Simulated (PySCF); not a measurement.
Isomers of C4H7FO2S, one GFN2-xTB conformer each. Single-point energies are computed at B3LYP/def2-SVPD (PySCF, gas phase, no added dispersion term), electronic only.

```json
{"SMILES": "C[C@@H]1CS(=O)(=O)[C@@H]1F", "GFN2-xTB relative energy (kJ/mol)": "31.4"}
{"SMILES": "CO[C@@H]1[C@@H](F)C[S@@]1=O", "GFN2-xTB relative energy (kJ/mol)": "39.1"}
{"SMILES": "COC(=S)[C@H](F)OC", "GFN2-xTB relative energy (kJ/mol)": "0.0"}
{"SMILES": "C[C@@H]1CS(=O)(=O)[C@H]1F", "GFN2-xTB relative energy (kJ/mol)": "27.8"}
```

Conformers: `[CH3:1][C@@H:2]1[CH2:3][S:4](=[O:5])(=[O:6])[C@@H:7]1[F:8]` with C1–C2–C3–S4 -95°, C2–C3–S4–O5 94°, C3–S4–C7–F8 136°, C1–C2–C7–S4 96°; `[CH3:1][O:2][C@@H:3]1[C@@H:4]([F:5])[CH2:6][S@@:7]1=[O:8]` with C1–O2–C3–C4 176°, O2–C3–C4–F5 103°, C3–C4–C6–S7 19°, C4–C6–S7–O8 88°, O2–C3–S7–C6 133°; `[CH3:1][O:2][C:3](=[S:4])[C@H:5]([F:6])[O:7][CH3:8]` with C1–O2–C3–S4 0°, O2–C3–C5–F6 46°, C3–C5–O7–C8 -171°; `[CH3:1][C@@H:2]1[CH2:3][S:4](=[O:5])(=[O:6])[C@H:7]1[F:8]` with C1–C2–C3–S4 -96°, C2–C3–S4–O5 90°, C3–S4–C7–F8 -97°, C1–C2–C7–S4 97°.

Q: What does B3LYP/def2-SVPD give for the same structures?

A: 
```json
{"SMILES": "COC(=S)[C@H](F)OC", "B3LYP/def2-SVPD E (Eh)": "-804.71037", "B3LYP/def2-SVPD (kJ/mol)": "0.0", "GFN2-xTB (kJ/mol)": "0.0", "point group": "C1"}
{"SMILES": "CO[C@@H]1[C@@H](F)C[S@@]1=O", "B3LYP/def2-SVPD E (Eh)": "-804.65097", "B3LYP/def2-SVPD (kJ/mol)": "155.9", "GFN2-xTB (kJ/mol)": "39.1", "point group": "C1"}
{"SMILES": "C[C@@H]1CS(=O)(=O)[C@@H]1F", "B3LYP/def2-SVPD E (Eh)": "-804.64228", "B3LYP/def2-SVPD (kJ/mol)": "178.8", "GFN2-xTB (kJ/mol)": "31.4", "point group": "C1"}
{"SMILES": "C[C@@H]1CS(=O)(=O)[C@H]1F", "B3LYP/def2-SVPD E (Eh)": "-804.64173", "B3LYP/def2-SVPD (kJ/mol)": "180.2", "GFN2-xTB (kJ/mol)": "27.8", "point group": "C1"}
```

Both levels put the same isomer lowest; measured from each level's own lowest isomer, the values differ by up to 152.4 kJ/mol (C[C@@H]1CS(=O)(=O)[C@H]1F: 27.8 against 180.2). As drawn, the lowest has a C=S bond, which the highest lacks; the highest has a four-membered ring and an S=O bond, which the lowest lacks. Neighbours under 10 kJ/mol apart (C[C@@H]1CS(=O)(=O)[C@@H]1F and C[C@@H]1CS(=O)(=O)[C@H]1F) can change places with a better method, another conformer or zero-point energy. C[C@@H]1CS(=O)(=O)[C@@H]1F and C[C@@H]1CS(=O)(=O)[C@H]1F are stereoisomers, 1.4 kJ/mol apart in the conformers taken.

Q: Which frontier levels, dipoles and rotational constants go with these structures?

A: 
```
                     SMILES  HOMO (eV, B3LYP/def2-SVPD)  LUMO (eV)  dipole (D)      A, B, C (MHz)
          COC(=S)[C@H](F)OC                       -6.69      -2.00        1.05  2669, 1097, 946.1
CO[C@@H]1[C@@H](F)C[S@@]1=O                       -6.65      -0.48        2.41   2104, 1690, 1052
 C[C@@H]1CS(=O)(=O)[C@@H]1F                       -8.32      -0.32        5.24   2663, 1616, 1412
  C[C@@H]1CS(=O)(=O)[C@H]1F                       -8.29      -0.07        5.04   2391, 1822, 1342
```
